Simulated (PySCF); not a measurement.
Input of a run (PBE0-D3(BJ)/def2-SVP geometry optimisation, gas phase (PySCF 2.14.0)), started from GFN2-xTB:
```
{"job": {"xc": "PBE0", "basis": "def2-SVP", "d3": "d3bj", "grid": 1, "maxiter": 40, "shake": 0.03, "kind": "geom"}, "charge": 0, "multiplicity": 1}
Ge     0.262590    -0.363800     0.340670
Si     1.060690     1.856700     0.673150
Si    -2.136410    -0.534550     0.854070
Si     0.956610    -1.180710    -1.760610
H      0.916060    -1.173260     1.337900
H      0.698880     2.749140    -0.453930
H      2.568510     1.864410     0.765570
H      0.612590     2.518940     1.882700
H     -2.914640     0.018400    -0.145990
H     -2.477650    -1.929210     1.120070
H     -2.451110     0.205430     2.121280
H      1.985690    -0.413370    -2.296610
H      1.199460    -2.555270    -1.707760
H     -0.300710    -1.106680    -2.687270
```

Output (energies in Eh, forces in Eh/bohr):
```
step   0  E = -2950.30506729  max force = 0.067394
step   1  E = -2950.32786969  max force = 0.007068
step   2  E = -2950.32872121  max force = 0.003116
step   3  E = -2950.32914370  max force = 0.000924
step   4  E = -2950.32924617  max force = 0.001136
step   5  E = -2950.32945629  max force = 0.001318
step   6  E = -2950.32952800  max force = 0.000798
step   7  E = -2950.32964586  max force = 0.000677
step   8  E = -2950.32976353  max force = 0.001321
step   9  E = -2950.32994307  max force = 0.002213
step  10  E = -2950.33007734  max force = 0.001773
step  11  E = -2950.33019236  max force = 0.000566
step  12  E = -2950.33021372  max force = 0.000319
step  13  E = -2950.33022783  max force = 0.000330
optimisation converged
```

Summarise the run.

The energy falls by 15.8 kcal/mol over 14 energy and gradient evaluations, the largest force component goes from 0.0674 to 3.3e-04 Eh/bohr, and the atoms move by 0.442 Å rms after alignment. The bond that changes most is Si3–H9 (ends: silicon bonded to Ge and 3 H; hydrogen on silicon), which lengthens by 0.112 Å. Bonds longer at the end by more than 0.005 Å: 8 of 13; shorter: 4. Among the angles that change most is Si3–Ge1–Si4, from 116.7° to 109.4°. Among the dihedrals that turn most is Si2–Ge1–Si4–H14, from -104° to -63°. The energy never rose by more than 1e-6 Eh on the way. The first step brought 91 % of the lowering.

What are the final bond lengths?

Ge1–Si2 2.383 Å, Ge1–Si3 2.382 Å, Ge1–Si4 2.382 Å, Ge1–H5 1.544 Å, Si2–H6 1.495 Å, Si2–H7 1.495 Å, Si2–H8 1.495 Å, Si3–H9 1.495 Å, Si3–H10 1.495 Å, Si3–H11 1.495 Å, Si4–H12 1.495 Å, Si4–H13 1.495 Å, Si4–H14 1.495 Å. Numbering counts from 1 in the input's order; the species is HGe(SiH3)3 (GeH10Si3).

The run used 136 basis functions and 82 SCF cycles in all.

No frequency check.
